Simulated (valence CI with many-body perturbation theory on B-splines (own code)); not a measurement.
Energy levels of Ba XLIV

Calculated by configuration interaction combined with many-body perturbation theory (CI+MBPT): three valence electrons over a frozen Dirac-Fock core [Ne], radial functions for each j: 11 s, 11 p, 10 d, 8 f, 5 g, 2 h, with the one-electron correlation potential Σ1, the two-electron term Σ2, the three-electron term Σ3, Breit, model QED; selected CI, second order for the rest, scaled by the run's own slope (own B-spline code, finite nucleus).

The last digits are not significant, and no measured levels were compared; by estimate large intervals hold to a few tenths of a per cent, small ones and those within an open d or f shell to about a per cent.

Levels 136 to 156 of 156, with energies above the lowest level, (3s^2 3p1/2) J=1/2. "Leading %" is the weight of the configuration and term that name the level; weights of strongly mixed levels are sums over their largest components and can fall short. In the jj column 3d3/2^4 stands for four electrons in 3d with j = 3/2.

| No. | Configuration | Term | J | E (× 10³ cm⁻¹) | Leading % | Second component | g | Leading jj |
| --- | --- | --- | --- | --- | --- | --- | --- | --- |
| 136 | 3d3 | 2G | 7/2 | 8160.3 | 53 | 44 % 3d3 4F | 1.043 | 3d3/2 3d5/2^2 (90 %) |
| 137 | 3d3 | 4P | 5/2 | 8162.6 | 71 | 18 % 3d3 2D | 1.444 | 3d3/2^2 3d5/2 (64 %) |
| 138 | 3d3 | 4F | 9/2 | 8173.8 | 54 | 45 % 3d3 2H | 1.132 | 3d3/2 3d5/2^2 (90 %) |
| 139 | 3d3 | 2D | 3/2 | 8225.4 | 43 | 41 % 3d3 4P | 1.149 | 3d3/2 3d5/2^2 (97 %) |
| 140 | 3d3 | 2H | 11/2 | 8230.6 | 100 |  | 1.084 | 3d3/2 3d5/2^2 (100 %) |
| 141 | 3d3 | 2P | 1/2 | 8246.1 | 65 | 34 % 3d3 4P | 1.346 | 3d3/2 3d5/2^2 (98 %) |
| 142 | 3d3 | 2D | 5/2 | 8274.3 | 75 | 14 % 3d3 2F | 1.149 | 3d3/2 3d5/2^2 (65 %) |
| 143 | 3d3 | 2F | 5/2 | 8296.0 | 56 | 26 % 3d3 2D | 1.067 | 3d3/2 3d5/2^2 (91 %) |
| 144 | 3d3 | 2F | 7/2 | 8310.9 | 88 | 10 % 3d3 2G | 1.112 | 3d3/2 3d5/2^2 (94 %) |
| 145 | 3d3 | 2G | 9/2 | 8359.3 | 57 | 25 % 3d3 4F | 1.124 | 3d5/2^3 (94 %) |
| 146 | 3d3 | 2P | 3/2 | 8398.1 | 50 | 37 % 3d3 2D | 1.138 | 3d5/2^3 (54 %) |
| 147 | 3d3 | 2D | 3/2 | 8503.6 | 87 | 8 % 3d3 2P | 0.877 | 3d3/2 3d5/2^2 (54 %) |
| 148 | 3d3 | 2D | 5/2 | 8547.6 | 70 | 20 % 3d3 2F | 1.155 | 3d5/2^3 (85 %) |
| 149 | 3s2 4s | 2S | 1/2 | 12089 | 98 |  | 1.997 | 3s^2 4s (98 %) |
| 150 | 3s2 4p | 2P° | 1/2 | 12484 | 98 |  | 0.665 | 3s^2 4p1/2 (98 %) |
| 151 | 3s2 4p | 2P° | 3/2 | 12782 | 84 | 8 % 3s 3p 4s 2P° | 1.359 | 3s^2 4p3/2 (84 %) |
| 152 | 3s 3p 4s | 4P° | 1/2 | 12839 | 87 | 10 % 3s 3p 4s 2P° | 2.419 | 3s 3p1/2 4s (99 %) |
| 153 | 3s 3p 4s | 4P° | 3/2 | 12928 | 61 | 24 % 3s 3p 4s 2P° | 1.572 | 3s 3p1/2 4s (82 %) |
| 154 | 3s 3p 4s | 2P° | 1/2 | 12969 | 93 | 6 % 3s 3p 4s 4P° | 0.767 | 3s 3p1/2 4s (97 %) |
| 155 | 3s 3p 4p | 4D | 1/2 | 13205 | 72 | 21 % 3s 3p 4p 2P | 0.270 | 3s 3p1/2 4p1/2 (99 %) |
| 156 | 3s2 4d | 2D | 3/2 | 13232 | 55 | 18 % 3s 3p 4p 4D | 0.936 | 3s^2 4d3/2 (55 %) |
